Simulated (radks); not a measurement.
Numerical settings for neutral chromium, [Ar] 3d5 4s1. All-electron calculation, Dirac Kohn-Sham, BLYP, spin-unpolarised, spherical densities, finite nucleus; open shells fill j = l - 1/2 first; Fermi nuclear charge, rms radius 3.6452 fm. Program: a radial shooting solver on a logarithmic mesh with Libxc functionals. The defaults (mesh step 0.008 in ln r, mesh end at 40 bohr or more with all orbitals vanishing there, Anderson mixing 0.5 over 9 steps, residual threshold near 1e-9 with the energy settled to 1e-9 hartree or 1e-11 of itself, here a cap of 94 iterations) give E = -1050.8420 hartree and 3d5/2 at -2.789 eV in 18 iterations. Run on one thread of a shared host, so times are rough (Arm Neoverse V1): 0.11 s of CPU time, 0.11 s wall, 18 iterations on 2381 mesh points. Changes against that run (0 stands for a change within the tolerance of the run):

setting                     iterations         converged  E (mhartree)  e(3d5/2) (meV)  CPU (s)
mesh step in ln r 0.012             17               yes             0               0     0.08
mesh step in ln r 0.005             19               yes             0               0     0.18
mesh step in ln r 0.2                4                no      diverged               -     0.01
mesh end (bohr) 2                   17  level above zero     +7.33e+03       +4.73e+04      0.1
mesh end (bohr) 400                 18               yes             0               0     0.11
residual threshold 1e-13            94                no             0               0     0.31
residual threshold 0.1              13               yes             0           +1.34     0.09
mixing 1                            16               yes             0               0      0.1
linear mixing, mixing 0.8           13                no      diverged               -     0.19
linear mixing, mixing 0.05          94                no       +0.0026           -19.8     0.46
mixing history 3                    28               yes             0               0     0.15
iteration cap 3                      3                no         +16.3       +1.25e+03     0.02

Settled on a wrong energy, with an occupied level pushed above zero by the early mesh end: mesh end (bohr) 2 (+7.33 hartree). Apart from these: no run marked as converged misses the energy by more than 1 mhartree. A mesh that ends early acts as a hard wall.
